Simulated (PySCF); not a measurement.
PySCF input for Ga(OH)2(SeH) (GaH3O2Se), SMILES [OH][Ga]([OH])[SeH], TDA-PBE/def2-SVPD. Geometry: PBE-D3(BJ)/def2-SVP. The structure was generated by enumeration; whether it is a known compound was not checked. One conformer was computed; it need not be the lowest.

```python
import numpy as np
from pyscf import gto, scf, dft, tdscf

mol = gto.M(
    atom='''
    Ga   -0.00401706    0.76165100    0.00000000
    O    -1.43624534    1.85624837   -0.00000000
    H    -2.28257537    1.37296800   -0.00000000
    O     1.60274030    1.56843889   -0.00000000
    H     1.49372497    2.53845089   -0.00000000
    Se   -0.05441692   -1.56910632   -0.00000000
    H     1.43159513   -1.57048319   -0.00000000
    ''',
    basis='def2-SVPD',
    charge=0,
    spin=0,
    symmetry=True,
    max_memory=1600,
    verbose=4,
)
mf = dft.RKS(mol, xc='pbe').density_fit(auxbasis='def2-universal-jkfit')
mf.grids.level = 3
mf.conv_tol = 1e-9
mf.max_cycle = 100
mf.kernel()
mf.grids = dft.Grids(mol).set(level=1).build(with_non0tab=True)  # coarser grid for the response kernel
td = tdscf.TDA(mf)
td.singlet = True
td.nstates = 10
td.conv_tol = 1e-4
td.positive_eig_threshold = 1e-6
td.kernel(x0=td.get_init_guess(mf, 15))
td.analyze()
tt = tdscf.TDA(mf)
tt.singlet = False
tt.nstates = 4
tt.conv_tol = 1e-4
tt.positive_eig_threshold = 1e-6
tt.kernel(x0=tt.get_init_guess(mf, 9))
tt.analyze(verbose=3)
```

Output:

```
PySCF version 2.14.0

[INPUT] verbose = 4
[INPUT] num. atoms = 7
[INPUT] num. electrons = 84
[INPUT] charge = 0
[INPUT] spin (= nelec alpha-beta = 2S) = 0
[INPUT] symmetry True subgroup None
[INPUT] Mole.unit = angstrom
[INPUT] Symbol           X                Y                Z      unit          X                Y                Z       unit  Magmom
[INPUT]  1 Ga    -0.004017060000   0.761651000000   0.000000000000 AA   -0.007591143226   1.439311792501   0.000000000000 Bohr   0.0
[INPUT]  2 O     -1.436245340000   1.856248370000   0.000000000000 AA   -2.714110340283   3.507801038470   0.000000000000 Bohr   0.0
[INPUT]  3 H     -2.282575370000   1.372968000000   0.000000000000 AA   -4.313442307978   2.594533497792   0.000000000000 Bohr   0.0
[INPUT]  4 O      1.602740300000   1.568438890000   0.000000000000 AA    3.028740215803   2.963919945217   0.000000000000 Bohr   0.0
[INPUT]  5 H      1.493724970000   2.538450890000   0.000000000000 AA    2.822731098724   4.796976962758   0.000000000000 Bohr   0.0
[INPUT]  6 Se    -0.054416920000  -1.569106320000   0.000000000000 AA   -0.102833075342  -2.965181205124   0.000000000000 Bohr   0.0
[INPUT]  7 H      1.431595130000  -1.570483190000   0.000000000000 AA    2.705322716961  -2.967783112333   0.000000000000 Bohr   0.0

nuclear repulsion = 530.598748624521
point group symmetry = Cs
symmetry origin: [ 6.07411971e-09 -2.24967389e-09  0.00000000e+00]
symmetry axis x: [1.000000e+00 1.654144e-09 0.000000e+00]
symmetry axis y: [-1.654144e-09  1.000000e+00  0.000000e+00]
symmetry axis z: [0. 0. 1.]
num. orbitals of irrep A' = 104
num. orbitals of irrep A" = 45
number of shells = 59
number of NR pGTOs = 259
number of NR cGTOs = 149
basis = def2-SVPD
ecp = {}


******** <class 'pyscf.df.df_jk.DFSymAdaptedRKS'> ********
method = DFSymAdaptedRKS
initial guess = minao
damping factor = 0
level_shift factor = 0
DIIS = <class 'pyscf.scf.diis.CDIIS'>
diis_start_cycle = 1
diis_space = 8
diis_damp = 0
SCF conv_tol = 1e-09
SCF conv_tol_grad = None
SCF max_cycles = 100
direct_scf = False
XC library pyscf.dft.libxc version 7.1.2
    S. Lehtola, C. Steigemann, M. J. T. Oliveira, and M. A. L. Marques,  SoftwareX 7, 1–5 (2018)
XC functionals = pbe
    J. P. Perdew, K. Burke, and M. Ernzerhof,  Phys. Rev. Lett. 77, 3865 (1996)
    J. P. Perdew, K. Burke, and M. Ernzerhof,  Phys. Rev. Lett. 78, 1396 (1997)
    J. P. Perdew, K. Burke, and M. Ernzerhof,  Phys. Rev. Lett. 77, 3865 (1996)
    J. P. Perdew, K. Burke, and M. Ernzerhof,  Phys. Rev. Lett. 78, 1396 (1997)
radial grids:
    Treutler-Ahlrichs [JCP 102, 346 (1995); DOI:10.1063/1.469408] (M4) radial grids

becke partition: Becke, JCP 88, 2547 (1988); DOI:10.1063/1.454033
pruning grids: <function nwchem_prune>
grids dens level: 3
symmetrized grids: True
atomic radii adjust function: <function treutler_atomic_radii_adjust>
small_rho_cutoff = 0
Freeze 0 electrons in irreps []
    84 free electrons in irreps A' A"
Set gradient conv threshold to 3.16228e-05
Initial guess from minao.
tot grids = 98920
init E= -4476.08581819006
HOMO (A") = -0.273681238825373  LUMO (A') = -0.109819364244887  gap/eV = 4.45891
cycle= 1 E= -4476.99444704445  delta_E= -0.909  |g|= 1.36  |ddm|= 3.42
HOMO (A") = -0.0738327962348646  LUMO (A') = -0.0441445492580077  gap/eV = 0.80786
cycle= 2 E= -4474.40773691537  delta_E= 2.59  |g|= 3.58  |ddm|= 5.47
HOMO (A") = -0.188747238860867  LUMO (A') = -0.0832028843483905  gap/eV = 2.87201
cycle= 3 E= -4477.25969889151  delta_E= -2.85  |g|= 0.462  |ddm|= 4.63
HOMO (A") = -0.250070098591659  LUMO (A') = -0.0785913724414913  gap/eV = 4.66617
cycle= 4 E= -4477.29993002382  delta_E= -0.0402  |g|= 0.293  |ddm|= 0.909
HOMO (A") = -0.239581186073687  LUMO (A') = -0.0853496384689674  gap/eV = 4.19685
cycle= 5 E= -4477.31593000629  delta_E= -0.016  |g|= 0.0692  |ddm|= 0.368
HOMO (A") = -0.235328760020562  LUMO (A') = -0.081219005790337  gap/eV = 4.19354
cycle= 6 E= -4477.3168546635  delta_E= -0.000925  |g|= 0.0252  |ddm|= 0.0953
HOMO (A") = -0.234616865968392  LUMO (A') = -0.0816472405318618  gap/eV = 4.16252
cycle= 7 E= -4477.31698176759  delta_E= -0.000127  |g|= 0.0128  |ddm|= 0.0324
HOMO (A") = -0.234407141361912  LUMO (A') = -0.0819674468874272  gap/eV = 4.14810
cycle= 8 E= -4477.31701410075  delta_E= -3.23e-05  |g|= 0.00326  |ddm|= 0.0157
HOMO (A") = -0.234482318288186  LUMO (A') = -0.0818690666871822  gap/eV = 4.15282
cycle= 9 E= -4477.31701772912  delta_E= -3.63e-06  |g|= 0.000447  |ddm|= 0.00504
HOMO (A") = -0.234440220216373  LUMO (A') = -0.0818658731609831  gap/eV = 4.15176
cycle= 10 E= -4477.31701775686  delta_E= -2.77e-08  |g|= 0.000305  |ddm|= 0.000958
HOMO (A") = -0.234462544997952  LUMO (A') = -0.0818722649739709  gap/eV = 4.15219
cycle= 11 E= -4477.31701778437  delta_E= -2.75e-08  |g|= 3.87e-05  |ddm|= 0.000431
HOMO (A") = -0.234460667460778  LUMO (A') = -0.0818711774571774  gap/eV = 4.15217
cycle= 12 E= -4477.31701778489  delta_E= -5.24e-10  |g|= 1.09e-05  |ddm|= 6.7e-05
HOMO (A") = -0.234456928410475  LUMO (A') = -0.0818706912468365  gap/eV = 4.15208
Extra cycle  E= -4477.31701778481  delta_E= 8.55e-11  |g|= 2e-05  |ddm|= 5.21e-05
converged SCF energy = -4477.31701778481
tot grids = 32528
Overwritten attributes  positive_eig_threshold  of <class 'pyscf.tdscf.rks.TDA'>


******** <class 'pyscf.tdscf.rks.TDA'> for <class 'pyscf.df.df_jk.DFSymAdaptedRKS'> ********
nstates = 10 singlet
deg_eia_thresh = 1.000e-03
wfnsym = None
conv_tol = 0.0001
eigh lindep = 1e-12
eigh level_shift = 0
eigh max_cycle = 100


Excitation energies (eV)
[4.28154965 5.20636515 5.26951923 5.50784458 5.96133199 6.09477934
 6.17694532 6.27502818 6.36880129 6.37660883]

** Singlet excitation energies and oscillator strengths **
Excited State   1:   A"      4.28155 eV    289.58 nm  f=0.0146
      42 -> 43        0.70588
Excited State   2:   A"      5.20637 eV    238.14 nm  f=0.0002
      41 -> 43        0.70510
Excited State   3:   A"      5.26952 eV    235.29 nm  f=0.0034
      42 -> 44       -0.70206
Excited State   4:   A'      5.50784 eV    225.10 nm  f=0.0016
      40 -> 43        0.36696
      42 -> 45       -0.59738
Excited State   5:   A"      5.96133 eV    207.98 nm  f=0.0394
      39 -> 43       -0.66900
      41 -> 44       -0.19358
Excited State   6:   A"      6.09478 eV    203.43 nm  f=0.0066
      39 -> 43        0.18485
      41 -> 44       -0.67919
Excited State   7:   A'      6.17695 eV    200.72 nm  f=0.0316
      38 -> 43       -0.57162
      40 -> 43        0.13232
      41 -> 45       -0.38778
Excited State   8:   A"      6.27503 eV    197.58 nm  f=0.0099
      42 -> 46        0.69227
      42 -> 47       -0.12736
Excited State   9:   A"      6.36880 eV    194.67 nm  f=0.0281
      42 -> 46        0.11870
      42 -> 47        0.68821
Excited State  10:   A'      6.37661 eV    194.44 nm  f=0.2970
      38 -> 43       -0.15082
      38 -> 44       -0.11525
      39 -> 45       -0.12247
      40 -> 43       -0.46289
      40 -> 44       -0.35269
      42 -> 45       -0.25530

** Transition electric dipole moments (AU) **
state          X           Y           Z        Dip. S.      Osc.
  1        -0.0000      0.0000      0.3734      0.1395      0.0146
  2        -0.0000      0.0000      0.0439      0.0019      0.0002
  3         0.0000     -0.0000     -0.1622      0.0263      0.0034
  4         0.0241     -0.1058      0.0000      0.0118      0.0016
  5         0.0000      0.0000     -0.5193      0.2697      0.0394
  6        -0.0000     -0.0000      0.2106      0.0443      0.0066
  7        -0.3079      0.3375     -0.0000      0.2087      0.0316
  8         0.0000     -0.0000     -0.2542      0.0646      0.0099
  9         0.0000     -0.0000     -0.4247      0.1804      0.0281
 10        -0.1086     -1.3746      0.0000      1.9014      0.2970

** Transition velocity dipole moments (imaginary part, AU) **
state          X           Y           Z        Dip. S.      Osc.
  1        -0.0000     -0.0000      0.0399      0.0016      0.0067
  2         0.0000      0.0000      0.0001      0.0000      0.0000
  3         0.0000     -0.0000     -0.0631      0.0040      0.0137
  4         0.0120      0.0177      0.0000      0.0005      0.0015
  5        -0.0000      0.0000     -0.0655      0.0043      0.0131
  6        -0.0000     -0.0000      0.0308      0.0010      0.0028
  7        -0.0673      0.0575     -0.0000      0.0078      0.0230
  8         0.0000     -0.0000     -0.0528      0.0028      0.0080
  9         0.0000     -0.0000     -0.0976      0.0095      0.0271
 10        -0.0150     -0.2141      0.0000      0.0461      0.1311

** Transition magnetic dipole moments (imaginary part, AU) **
state          X           Y           Z
  1         0.2597     -0.0194      0.0000
  2        -0.0651      0.3277      0.0000
  3        -0.3150     -0.4585     -0.0000
  4        -0.0000     -0.0000      0.0484
  5         0.2849      0.0721     -0.0000
  6        -0.2030     -0.0646     -0.0000
  7         0.0000     -0.0000     -0.1791
  8        -0.1714      0.1068     -0.0000
  9         0.0052     -0.0293     -0.0000
 10        -0.0000     -0.0000     -0.2448


******** <class 'pyscf.tdscf.rks.TDA'> for <class 'pyscf.df.df_jk.DFSymAdaptedRKS'> ********
nstates = 4 triplet
deg_eia_thresh = 1.000e-03
wfnsym = None
conv_tol = 0.0001
eigh lindep = 1e-12
eigh level_shift = 0
eigh max_cycle = 100


Excitation energies (eV)
[3.98576998 4.87913858 4.94033784 4.96274224]

** Triplet excitation energies and oscillator strengths **
Excited State   1:   A"      3.98577 eV    311.07 nm  f=0.0000
Excited State   2:   A"      4.87914 eV    254.11 nm  f=0.0000
Excited State   3:   A"      4.94034 eV    250.96 nm  f=0.0000
Excited State   4:   A'      4.96274 eV    249.83 nm  f=0.0000
```

The run converged.
